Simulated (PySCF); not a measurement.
## Molecular orbitals of ZnGe⁺

r²SCAN at R = 2.607 Å; basis Zn pcseg-1, Ge pcseg-1; no relativity; PySCF 2.14. State: ²Π (doublet), unpaired electrons π ↑. Only the outer orbitals are listed, counted within each symmetry.

```tsv
spin	orbital	occ.	ε (eV)	on Zn (%)	main shells (%)
α	12σ	1	-18.73	33	65 Ge s, 29 Zn d
α	6π	1	-17.91	100	100 Zn d
α	6π	1	-17.89	100	100 Zn d
α	2δ	1	-17.85	100	100 Zn d
α	2δ	1	-17.84	100	100 Zn d
α	13σ	1	-17.61	72	70 Zn d, 28 Ge s
α	14σ	1	-12.52	60	60 Zn s, 32 Ge p
α	7π	1	-10.45	4	96 Ge p
α	7π	0	-9.77	5	95 Ge p
α	15σ	0	-9.05	53	48 Ge p, 34 Zn s, 18 Zn p
α	8π	0	-4.60	87	87 Zn p
β	12σ	1	-18.29	72	69 Zn d, 27 Ge s
β	6π	1	-17.92	100	100 Zn d
β	6π	1	-17.87	100	100 Zn d
β	2δ	1	-17.85	100	100 Zn d
β	2δ	1	-17.85	100	100 Zn d
β	13σ	1	-17.15	36	64 Ge s, 30 Zn d
β	14σ	1	-12.40	64	64 Zn s, 27 Ge p
β	7π	0	-9.39	6	94 Ge p
β	15σ	0	-8.88	51	50 Ge p, 28 Zn s, 22 Zn p
β	7π	0	-8.22	9	90 Ge p, 9 Zn p
```

Q: Which are the highest filled and the lowest empty level, where do they sit, and how wide is the gap?

A: Highest filled α 7π at -10.45 eV (in %: 96 Ge p); lowest empty α 7π at -9.77 eV (in %: 95 Ge p); the gap at r²SCAN is 0.68 eV. Both belong to one degenerate shell, split only by its one-sided filling, so this is no excitation gap.

```
bond order (Mayer)                                                                                                 : 1.00
⟨S²⟩                                                                                                               : 0.757
charge on Zn (Mulliken, basis-dependent)                                                                           : 0.59
charge on Zn (Löwdin, basis-dependent)                                                                             : 0.65
dipole moment (positive dipole points towards Ge; it is taken about the centre of mass and depends on that origin) : -1.68 D
```

Spin–orbit coupling is left out. The state was picked by a PBE0 search and need not be the measured ground state.
